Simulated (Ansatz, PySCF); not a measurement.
Nb, sextet (core potentials on Nb). Base run: WB97X-V/def2-SVP (PySCF).

PySCF was given this input:
```python
from pyscf import gto, scf, dft

mol = gto.M(
    atom='''
Nb    0.000000    0.000000    0.000000
''',
    basis='def2-svp',
    ecp={'Nb': 'def2-svp'},
    charge=0,
    spin=5,
    verbose=4,
)

mf = dft.UKS(mol)
mf.xc = 'wb97x_v'
mf.kernel()
```

The same geometry, method and basis name were run in Ansatz (an electronic-structure program) and PySCF, at each program's defaults and at the settings that a row names. The base is PySCF at its defaults. Differences at the defaults can come from grids, fitting, cores and function types together.

```json
[
 {"code and settings": "PySCF, defaults (exact integrals, its default grid, spherical functions)", "ΔE vs base (mEh)": "0.000", "basis functions": "31", "E (Eh)": "-56.75044", "SCF cycles": "15"},
 {"code and settings": "Ansatz, defaults (factorised integrals, its default grid, spherical functions)", "ΔE vs base (mEh)": "-0.458", "basis functions": "31", "E (Eh)": "-56.75089", "SCF cycles": "-"},
 {"code and settings": "PySCF, density fitting with def2-universal-jkfit", "ΔE vs base (mEh)": "-0.023", "basis functions": "31", "E (Eh)": "-56.75046", "SCF cycles": "15"},
 {"code and settings": "PySCF, fine grid", "ΔE vs base (mEh)": "-0.458", "basis functions": "31", "E (Eh)": "-56.75089", "SCF cycles": "18"},
 {"code and settings": "Ansatz, high accuracy", "ΔE vs base (mEh)": "-0.458", "basis functions": "31", "E (Eh)": "-56.75089", "SCF cycles": "-"}
]
```

Open shells are given as the SCF converged; they aren't shown to be the lowest states, and a large step between rows can be another state.
